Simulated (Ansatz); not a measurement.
Ligand exchange through a proton shuttle

Start structure (AlSiH$_{7}$O$_{3}$F, doublet), relaxed at PBE0-D4/def2-TZVP:

```json
{"atom": "Al1", "x (Å)": "-1.6090", "y (Å)": "0.5240", "z (Å)": "-0.3876"}
{"atom": "O2", "x (Å)": "-0.1993", "y (Å)": "-0.5275", "z (Å)": "-0.3440"}
{"atom": "Si3", "x (Å)": "0.2269", "y (Å)": "-2.0179", "z (Å)": "-0.8718"}
{"atom": "F4", "x (Å)": "-2.7295", "y (Å)": "0.2434", "z (Å)": "0.8258"}
{"atom": "H5", "x (Å)": "0.1797", "y (Å)": "1.9060", "z (Å)": "0.6548"}
{"atom": "O6", "x (Å)": "-0.8006", "y (Å)": "2.0633", "z (Å)": "0.4547"}
{"atom": "H7", "x (Å)": "1.1800", "y (Å)": "0.3637", "z (Å)": "0.3990"}
{"atom": "O8", "x (Å)": "1.5518", "y (Å)": "1.1740", "z (Å)": "0.8117"}
{"atom": "H9", "x (Å)": "-0.2003", "y (Å)": "-3.0722", "z (Å)": "0.0847"}
{"atom": "H10", "x (Å)": "-0.3662", "y (Å)": "-2.3105", "z (Å)": "-2.2042"}
{"atom": "H11", "x (Å)": "1.7116", "y (Å)": "-2.0590", "z (Å)": "-0.9892"}
{"atom": "H12", "x (Å)": "-1.2603", "y (Å)": "2.2784", "z (Å)": "1.2752"}
{"atom": "H13", "x (Å)": "2.3152", "y (Å)": "1.4343", "z (Å)": "0.2909"}
```

The step: AlSiH₃OF ([F][Al][O][SiH3]) + H₂O + H₂O → AlHOF ([OH][Al][F]) + SiH₄O ([OH][SiH3]) + H₂O (still joined by a long Al–O bond); bonds formed: O2–H7, H5–O8; dative contacts that become bonds: Al1–O6; bonds broken: H5–O6, H7–O8; bonds weakened to dative contacts: Al1–O2. Program: Ansatz 0.2.0. Basis: def2-TZVPP and def2-QZVPP. Cores are frozen in the correlated methods; orbitals are unrestricted. Extrapolation: Hartree–Fock as exp(−7.88 √X), correlation as X^−2.97. Energies below are by CCSD(T) at an estimated basis limit (MP2 extrapolated from triple and quadruple zeta, plus CCSD(T) − MP2 in triple zeta).

(1) What are the electronic barrier and the energy of the step, from the start structure to the end structure? (An estimate is asked for; the value comes from the calculation.)

T1 diagnostic: at most 0.013. ⟨S²⟩ of the unrestricted Hartree–Fock references: 0.75 (a pure state has 0.75).

Answers

(1) By the calculation: Barrier 0.416 eV; step energy 0.176 eV (uphill); reverse barrier, their difference, 0.240 eV. Barrier and step energy count from the start structure, the reverse barrier from the end structure.

The saddle point: One imaginary mode of 723i cm⁻¹.
```json
{"pair": "Al1–O6", "start (Å)": "1.93", "saddle (Å)": "1.82", "end (Å)": "1.76"}
{"pair": "O2–H7", "start (Å)": "1.80", "saddle (Å)": "1.24", "end (Å)": "1.02"}
{"pair": "H5–O8", "start (Å)": "1.56", "saddle (Å)": "1.10", "end (Å)": "0.99"}
{"pair": "Al1–O2", "start (Å)": "1.76", "saddle (Å)": "1.85", "end (Å)": "1.91"}
{"pair": "H5–O6", "start (Å)": "1.01", "saddle (Å)": "1.35", "end (Å)": "1.69"}
{"pair": "H7–O8", "start (Å)": "0.98", "saddle (Å)": "1.17", "end (Å)": "1.52"}
```

Zero-point energy (harmonic, PBE0-D4): ZPE is 2.259 eV at the start and 2.121 eV at the saddle, so the barrier goes from 0.416 to 0.279 eV.

Labels in which every atom is bracketed show which atoms are joined, not bond orders.

For scale, one of the runs: CCSD(T)/def2-TZVPP, 306 basis functions, launched by `ansatz run in.yaml --threads 4 --pin off --events-out ev --progress --plain --max-ram 66560MiB --backend cuda --devices 0, --max-vram 37GiB`. Hardware: 4 CPU threads of an AMD EPYC 7R13 and a share of one NVIDIA H100, shared host. Wall time 23 s; peak host memory 1.3 GiB.
